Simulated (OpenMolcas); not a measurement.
# Fe4+, Ru4+, Os4+: d⁴ down the group

```
Program             : OpenMolcas 26.06
Method              : MS-CASPT2, IPEA 0.25 Eh, imaginary shift 0.1 Eh
Basis               : ANO-R2
Scalar Hamiltonian  : X2C, finite nucleus
Spin-orbit coupling : RASSI with atomic mean-field integrals over the reference wave functions, term energies averaged over their components
```

Active space for each ion: 4 electrons in 10 orbitals (d d); closed shells correlated by CASPT2: Fe4+ 3s 3p; Ru4+ 4s 4p; Os4+ 5s 5p.

Computed levels in cm-1 above ⁵D₀:

| Level | Fe4+ | Ru4+ | Os4+ |
| --- | --- | --- | --- |
| ⁵D₁ | 149 | 487 | 4370 |
| ⁵D₂ | 437 | 1305 | 8220 |
| ⁵D₃ | 850 | 2330 | 11240 |
| ⁵D₄ | 1371 | 3490 | 13330 |
| ³P₀(1) | 24560 | 16720 | 18850 |
| ³P₁(1) | 25450 | 19140 | 25420 |
| ³H₄ | 25470 | 18160 | 21260 |
| ³H₅ | 25810 | 19360 | 26420 |
| ³H₆ | 26190 | 20360 | 28860 |
| weight of ⁵D in the lowest level (%) | 100 | 97 | 64 |

Mixed levels, with the weight of the term that names them: Os4+ ⁵D₀ (64 %), Os4+ ⁵D₄ (70 %), Os4+ ³P₀(1) (52 %), Os4+ ³H₄ (57 %).

Measured, with the error of the calculation in %. Measured levels: Fe4+ from Corliss and Sugar, J. Phys. Chem. Ref. Data 11, 135 (1982); Os4+ from the list in Palmeri et al., Atoms 14, 22 (2026).

| Level | Fe4+ | Os4+ |
| --- | --- | --- |
| ⁵D₁ | 142 (+4.7) | 4311 (+1.4) |
| ⁵D₂ | 417 (+4.7) | 8083 (+1.7) |
| ⁵D₃ | 803 (+5.8) | 11018 (+2.0) |
| ⁵D₄ | 1283 (+6.9) | 12966 (+2.8) |
| ³P₀(1) | 24055 (+2.1) |  |
| ³P₁(1) | 24973 (+1.9) | 24680 (+3.0) |
| ³H₄ | 24932 (+2.2) | 20374 (+4.3) |
| ³H₅ | 25226 (+2.3) | 25344 (+4.2) |
| ³H₆ | 25528 (+2.6) | 27669 (+4.3) |

The fine-structure level ⁵D₄ changes by a factor of 9.72 from Fe4+ to Os4+.

Without spin-orbit coupling ³P(1) lies 25340, 18330, 16020 cm-1 above ⁵D in that order; the difference to the level ³P₀(1), of either sign, comes from spin-orbit coupling, which also lowers the zero.

CASPT2 does not keep the components of a term degenerate, so their means are used; among the terms shown or strongly mixed into the levels shown the widest spread is 1100 cm-1 (5d⁴ ¹I, Os4+). Active for correlation alone: 4d; no level in the range computed is led by a configuration that fills it, so any true level of that kind is missing (holds for Fe4+). Active for correlation alone: 5d; no level in the range computed is led by a configuration that fills it, so any true level of that kind is missing (holds for Ru4+). Active for correlation alone: 6d; no level in the range computed is led by a configuration that fills it, so any true level of that kind is missing (holds for Os4+). The CASPT2 spread within a term exceeds the gap to the next term for 5d⁴ ³H and 5d⁴ ³P(1), 5d⁴ ³D and 5d⁴ ¹I, so the order of their levels is uncertain (holds for Os4+). Measured partners are found by configuration, term and J. A level has none where our copy of the source lacks it or the pairing is in doubt (some pairs that miss far off the trend of their configuration count as doubtful), and it then counts in no deviation. Levels of configurations outside the active space are missing.

A number in round brackets counts repeated terms of one configuration in the order of the reference energies.
